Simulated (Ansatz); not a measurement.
Consider the hydrogenolysis of the Si–O bond: `C[SiH](O)[SnH3]` + H₂ → `C[SiH2][SnH3]` + H₂O.

Isolated molecules relaxed with PBE0-D4/def2-TZVP in Ansatz; ΔE leaves out vibrations. CBS: MP2 limit from def2 TZ/QZ plus the TZ coupled-cluster correction, frozen cores. This one scheme is used for every species. Functionals use def2-TZVPP. B3LYP here is the variant with VWN-RPA as its local correlation; programs differ in this. Elements past krypton have def2 core potentials. For Sn outer-core shells are correlated without core-valence functions, which leaves a few kJ/mol of doubt a bond. One conformer a species, not always the lowest.

`C[SiH](O)[SnH3]`:

Z-matrix (Å, degrees):
```
C
Si 1 1.867
H 1 1.093 2 111.7
H 1 1.094 2 110.2 3 -119.8
H 1 1.093 2 110.4 3 120.7
O 2 1.655 1 112.2 3 -64.7
Sn 2 2.578 1 109.9 3 58.9
H 2 1.486 1 109.7 3 179.5
H 6 0.958 2 117.8 1 69.7
H 7 1.709 2 112.8 1 169.0
H 7 1.715 2 110.4 1 -71.4
H 7 1.711 2 112.0 1 47.5
```

H₂:

Z-matrix (Å, degrees):
```
H
H 1 0.746
```

`C[SiH2][SnH3]`:

Cartesian coordinates in Å:
```
C 1.236 -1.311 0.254
Si -0.544 -0.770 0.010
Sn -0.725 1.775 -0.241
H 1.295 -2.397 0.360
H 1.660 -0.857 1.152
H 1.851 -1.017 -0.599
H -1.377 -1.192 1.171
H -1.117 -1.409 -1.207
H 0.185 2.326 -1.580
H -0.123 2.573 1.147
H -2.341 2.279 -0.469
```

H₂O:

Z-matrix (Å, degrees):
```
O
H 1 0.960
H 1 0.960 2 105.1
```

| level | ΔE (kJ/mol) | difference from CCSD(T)/CBS |
| --- | --- | --- |
| PBE-D4 | 59.5 | -2.1 |
| PBE0-D4 | 56.9 | -4.7 |
| ωB97X-V | 62.4 | 0.8 |
| B2PLYP | 63.3 | 1.7 |
| PBE | 56.0 | -5.6 |
| B3LYP | 59.8 | -1.8 |
| HF/def2-TZVPP | 54.7 | -6.9 |
| CCSD(T)/def2-TZVPP | 60.3 | -1.3 |
| MP2/def2-QZVPP | 67.6 | 6.0 |
| SCS-MP2/def2-QZVPP | 65.2 | 3.6 |
| CCSD(T)/CBS | 61.6 | 0 |

Largest T1 diagnostic among the species: 0.013.

In def2-TZVPP, CCSD(T) changes the Hartree–Fock value by +5.6 kJ/mol (the triples alone add +2.5 kJ/mol) and MP2 by +12.0 kJ/mol. The D4 term adds +5.7 kJ/mol with B3LYP and +3.1 kJ/mol with PBE0; it sums over pairs of atoms, weighted by their polarisabilities, and B3LYP, whose exchange is more repulsive, gets the larger term.
